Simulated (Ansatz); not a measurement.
`CC(Cl)BS` + `O[SiH2]F` → `F[SiH2]OBS` + `CCCl`  (ligand exchange at a B–C bond)

Calculated with Ansatz (gas phase, PBE0-D4/def2-TZVP geometries, no zero-point term in ΔE). CCSD(T)/CBS adds triple-zeta CCSD(T) − MP2 to the extrapolated MP2 energy (def2 sets, frozen cores). Functionals use def2-TZVPP. B3LYP here is the variant with VWN-RPA as its local correlation; programs differ in this. Each species was taken in one conformer, which may not be the lowest.

```json
{"level": "PBE-D4", "ΔE (kJ/mol)": "-109.3", "difference from CCSD(T)/CBS": "5.5"}
{"level": "r2SCAN", "ΔE (kJ/mol)": "-117.5", "difference from CCSD(T)/CBS": "-2.7"}
{"level": "B3LYP", "ΔE (kJ/mol)": "-126.7", "difference from CCSD(T)/CBS": "-11.9"}
{"level": "HF/def2-TZVPP", "ΔE (kJ/mol)": "-142.7", "difference from CCSD(T)/CBS": "-27.9"}
{"level": "MP2/def2-TZVPP", "ΔE (kJ/mol)": "-112.1", "difference from CCSD(T)/CBS": "2.7"}
{"level": "SCS-MP2/def2-TZVPP", "ΔE (kJ/mol)": "-117.7", "difference from CCSD(T)/CBS": "-2.9"}
{"level": "MP2/def2-QZVPP", "ΔE (kJ/mol)": "-112.7", "difference from CCSD(T)/CBS": "2.1"}
{"level": "HF/CBS(def2)", "ΔE (kJ/mol)": "-144.3", "difference from CCSD(T)/CBS": "-29.5"}
{"level": "MP2/CBS(def2)", "ΔE (kJ/mol)": "-112.4", "difference from CCSD(T)/CBS": "2.4"}
{"level": "CCSD/CBS(def2)", "ΔE (kJ/mol)": "-118.9", "difference from CCSD(T)/CBS": "-4.1"}
{"level": "CCSD(T)/CBS", "ΔE (kJ/mol)": "-114.8", "difference from CCSD(T)/CBS": "0"}
```

Largest T1 diagnostic among the species: 0.013.

From PBE to PBE0 (25 % exact exchange), in def2-TZVPP and without D4, ΔE moves by −4.2 kJ/mol. The D4 term adds +4.0 kJ/mol with B3LYP and +2.2 kJ/mol with PBE0; it sums over pairs of atoms, weighted by their polarisabilities, and B3LYP, whose exchange is more repulsive, gets the larger term.
